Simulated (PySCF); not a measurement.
CF3, SMILES F[C-](F)F, charge -1.

The structure is a stationary point at ωB97X-D3(BJ)/def2-SVPD.

Method: PBE/def2-TZVPD in PySCF.

Gas-phase values at a fixed geometry. A positive occupied level means that this level leaves the electron formally unbound; only the finite basis holds it.

```
Quantity                                                          Result
------------------------------------------------  ----------------------
total energy                                          -337.45891 hartree
point group                                                          C3v
highest occupied level                                           0.99 eV
lowest empty level                                               4.41 eV
orbital gap                                                      3.42 eV
dipole moment about the centre of nuclear charge                  1.33 D
mean static polarisability                          40.2 bohr³ (5.96 Å³)
polarisability, principal values                  39.3, 39.3, 42.0 bohr³
```
